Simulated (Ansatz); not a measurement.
A run for Ansatz (an electronic-structure program): SC-NEVPT2 on SA-CASSCF(4,3)/cc-pVTZ on CH3N (SMILES C=N), 2S+1 = 3, a spin state set in the input, which need not be the lowest.

Ansatz 0.2 input:
```yaml
crystal:
  periodic: [false, false, false]
  atoms:
    - {symbol: C, position_ang: [-0.60122380, 0.11814468, -0.21424507]}
    - {symbol: N, position_ang: [0.64856295, -0.13392264, 0.27948061]}
    - {symbol: H, position_ang: [-1.29826555, -0.71824146, -0.24357186]}
    - {symbol: H, position_ang: [-1.02814893, 1.09708749, -0.00052811]}
    - {symbol: H, position_ang: [1.39381662, -0.15025566, -0.42679388]}
basis:
  gaussian:
    orbitals: cc-pVTZ
magnetization: {spin_polarized: false, initial_magnetization: 2}
correlation: {method: sc_nevpt2, electrons: outside_noble_gas, active_space: {window: {electrons: 4, orbitals: 3}, states: [{multiplicity: 1, weights: [1]}, {multiplicity: 3, weights: [1]}]}}
output: {orbitals: {seedname: ./end}}
```

It printed:

```
WARN ansatz: RAYON_NUM_THREADS=2 ignored (pool sized by the plan → 2); use --threads N
Functional definition: HF
integrals: 0.07 GiB planned
1320 factors; integrals over basis functions are off by at most 1.4e-7 eV
mean field: 0.24 GiB planned
mean field evaluation 1: about -2555.8168 eV, gradient 1.9e1 eV
mean field evaluation 2: about -2555.8188 eV, gradient 1.9e1 eV
mean field evaluation 4: about -2557.5875 eV, gradient 3.5e0 eV
mean field evaluation 8: about -2557.6625 eV, gradient 1.2e-1 eV
mean field -2557.66269060 eV, -93.9923702336 hartree, gradient 5.2e-6 eV, S^2 2.000000; 0 other end points of the search recorded, 0 dependent functions left out
reference -2557.66269060 eV, -93.9923702336 hartree; 9, 7 occupied and 93, 95 virtual orbitals, 1320 factors
configuration interaction: 0.19 GiB planned
configuration interaction: 0.00 GiB planned
state -2557.76300030 eV, -93.9960565470 hartree
state -2557.76300030 eV, -93.9960565470 hartree; corrected -2567.07660203 eV, -94.3383250977 hartree
configuration interaction: 0.00 GiB planned
state -2557.51951854 eV, -93.9871087573 hartree
state -2557.51951854 eV, -93.9871087573 hartree; corrected -2566.58368557 eV, -94.3202107518 hartree
Total energy: -2566.83014380 eV, -94.3292679248 hartree
```

Self-consistency was reached. The last total energy is the mean of the averaged states.

Cost: very roughly 8 core-seconds.
